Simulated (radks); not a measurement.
Values are calculated unless marked as measured or tabulated.
Valence configurations of the copper ion Cu2+ (all share [Ar]). Code: a radial shooting solver on a logarithmic mesh with Libxc functionals. Model: non-relativistic Kohn-Sham, BLYP, spin-unpolarised, spherical densities, point nucleus. Energies are relative to 3d9; eigenvalues in eV.

| valence | E (eV) | e(3d) | e(4p) | e(4s) |
|---|---|---|---|---|
| 3d9 | 0.000 | -29.864 | - | - |
| 3d7 4s2 | 25.030 | -44.715 | - | -26.701 |
| 3d6 4s2 4p1 | 54.648 | -54.686 | -21.159 | -29.664 |
| 3d8 4s1 | 9.907 | -36.828 | - | -24.458 |
| 3d8.5 4s0.5 | 4.356 | -33.221 | - | -23.351 |
| 3d6 4p3 | 71.868 | -57.137 | -22.287 | - |
| 3d8 4p1 | 17.199 | -38.231 | -17.932 | - |
| 3d6 4s1 4p2 | 63.206 | -55.931 | -21.735 | -30.346 |
| 3d8 4s0.5 4p0.5 | 13.536 | -37.536 | -17.587 | -24.880 |
| 3d7 4s1 4p1 | 32.900 | -46.065 | -19.537 | -27.469 |

NIST lists [Ar] 3d9 as the ground configuration; this level of theory agrees among the configurations tried. The energies are those of spherical spin-averaged densities, not of single terms.
